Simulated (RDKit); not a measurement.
Conformational energy of C9H9NSSi, SMILES c1(ncccc1)[SiH2]c1cccs1. Scanned: dihedral N11–C4–Si5–C6 and dihedral C4–Si5–C6–S10; all other coordinates were relaxed at GFN2-xTB. Points at φ and −φ are mirror images. Heavy atoms are numbered in the order of the SMILES c1ccc([SiH2]c2cccs2)nc1, hydrogens after them in the order of the atoms that carry them; the mirror image has the same energies with the sign of each dihedral reversed.

Calculation: UFF // GFN2-xTB run with RDKit 2026.03.6.

Energy in kcal/mol above the lowest grid point; x is the dihedral N11–C4–Si5–C6 (°), y the dihedral C4–Si5–C6–S10 (°).

| y \ x | -150 | -120 | -90 | -60 | -30 | 0 | 30 | 60 | 90 | 120 | 150 | 180 |
|---|---|---|---|---|---|---|---|---|---|---|---|---|
| 180 | 4.0 | 0.8 | 0.7 | 1.1 | 1.8 | 2.7 | 1.8 | 1.1 | 0.7 | 0.8 | 4.0 | 10.9 |
| 150 | 6.1 | 1.4 | 0.6 | 0.9 | 0.5 | 0.9 | 1.3 | 1.1 | 0.4 | 0.2 | 1.0 | 4.5 |
| 120 | 1.8 | 0.8 | 0.5 | 0.8 | 0.2 | 0.0 | 0.3 | 0.9 | 0.4 | 0.1 | 0.5 | 1.4 |
| 90 | 0.6 | 0.3 | 0.6 | 0.9 | 0.2 | 0.0 | 0.4 | 1.0 | 0.5 | 0.2 | 0.5 | 1.0 |
| 60 | 0.7 | 0.5 | 0.9 | 1.3 | 0.6 | 0.1 | 0.5 | 1.0 | 0.7 | 0.4 | 1.7 | 1.7 |
| 30 | 1.1 | 0.6 | 1.0 | 2.1 | 4.5 | 2.1 | 0.6 | 1.2 | 0.8 | 0.5 | 3.1 | 4.2 |
| 0 | 2.5 | 0.6 | 1.0 | 1.4 | 3.7 | 6.4 | 3.7 | 1.4 | 1.0 | 0.6 | 2.5 | 6.0 |
| -30 | 3.1 | 0.5 | 0.8 | 1.2 | 0.6 | 2.1 | 4.5 | 2.1 | 1.0 | 0.6 | 1.1 | 4.2 |
| -60 | 1.7 | 0.4 | 0.7 | 1.0 | 0.5 | 0.1 | 0.6 | 1.3 | 0.9 | 0.5 | 0.7 | 1.7 |
| -90 | 0.5 | 0.2 | 0.5 | 1.0 | 0.4 | 0.0 | 0.2 | 0.9 | 0.6 | 0.3 | 0.6 | 1.0 |
| -120 | 0.5 | 0.1 | 0.4 | 0.9 | 0.3 | 0.0 | 0.2 | 0.8 | 0.5 | 0.8 | 1.8 | 1.4 |
| -150 | 1.0 | 0.2 | 0.4 | 1.1 | 1.3 | 0.9 | 0.5 | 0.9 | 0.6 | 1.4 | 6.1 | 4.5 |

Points that lie below all their neighbours on the grid: x = 0, y = -120 (0.0 kcal/mol); x = 0, y = 120 (0.0 kcal/mol); x = -120, y = -120 (0.1 kcal/mol); x = 120, y = 120 (0.1 kcal/mol); x = -120, y = 90 (0.3 kcal/mol); x = 120, y = -90 (0.3 kcal/mol). The lowest path on the grid from the first to the second passes x = -60, y = -120 at 0.9 kcal/mol.
